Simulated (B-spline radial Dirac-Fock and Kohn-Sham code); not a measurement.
Calculated with a B-spline atomic structure program, using relaxed Dirac-Fock hole states (ΔSCF) with Breit and QED corrections and a finite nucleus. Correlation and solid-state effects are left out.

Question: An atom or ion in its tabulated ground configuration has these computed binding energies (the last is its least bound level). Which is it?

```csv
level,binding energy (eV)
1s,4517.7
2s,527.8
2p1/2,432.4
2p3/2,427.9
3s,83.52
3p1/2,56.56
3d,23.74
```

Answer: Sc²⁺: Z = 21 with 19 electrons, [Ar] 3d1. The hydrogen-like estimate √(E/Ry) = 18.2 for the K level lies 2.8 below Z; the outermost level, at 23.74 eV, fixes the charge.

Question: Identify the element and charge state from the binding energies below (tabulated ground configuration; the least bound level is included).

```
level  binding energy (eV)
   1s               8148.6
   2s               1353.5
2p1/2               1220.6
2p3/2               1205.9
   3s                443.1
   3p                405.5
```

Answer: Co¹³⁺: Z = 27 with 14 electrons, [Ne] 3s2 3p2. The hydrogen-like estimate √(E/Ry) = 24.5 for the K level lies 2.5 below Z; the outermost level, at 405.5 eV, fixes the charge.
